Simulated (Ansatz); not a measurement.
Total energies of Ge(SiH3)4 (Si4GeH12) from Ansatz at BLYP-D4/def2-TZVP, gas phase (1 Eh = 27.2114 eV = 2625.5 kJ/mol). The reference geometry is relaxed at r2SCAN-D4/def2-SVP.

Cartesian coordinates in Å:
```
Ge -0.0013 0.0082 -0.0023
Si 0.6215 0.2742 -2.2866
H 0.9541 1.7031 -2.5711
H -0.5000 -0.1459 -3.1807
H 1.8185 -0.5680 -2.5897
Si 1.6972 0.9106 1.4036
H 3.0089 0.2540 1.1178
H 1.3458 0.6793 2.8377
H 1.8350 2.3807 1.1731
Si -0.2607 -2.3139 0.4657
H -1.3555 -2.8891 -0.3734
H -0.6011 -2.5183 1.9065
H 1.0094 -3.0414 0.1636
Si -2.0587 1.1349 0.4158
H -1.9798 2.5515 -0.0533
H -2.3596 1.1298 1.8798
H -3.1736 0.4502 -0.3065
```

```csv
state,geometry,energy (Eh)
charge 0 singlet,reference,-3242.27998
charge 1 doublet,reference,-3241.94622
free Ge atom (triplet),–,-2076.98170
free Si atom (triplet),–,-289.37739
free H atom (doublet),–,-0.49755
```

**Question.** Work out the vertical ionisation energy to the doublet.

**Answer.** E(charge 1 doublet) − E(charge 0 singlet) = -3241.94622 − (-3242.27998) = 0.33376 Eh = 9.08 eV. For comparison, −ε of the highest occupied level is 6.71 eV at this level, 2.37 eV less.

**Question.** What is the binding energy per atom against free atoms?

**Answer.** Atoms: 1 × (-2076.98170) + 4 × (-289.37739) + 12 × (-0.49755) = -3240.46186 Eh. Binding: -3240.46186 − (-3242.27998) = 1.81812 Eh = 49.47 eV, or 2.91 eV for each of 17 atoms (no zero-point energy, no counterpoise term).

At BLYP-D4/def2-TZVP the gap within one spin of the charge 1 doublet nearly closes, so an electron or hole may be smeared out by delocalisation error.
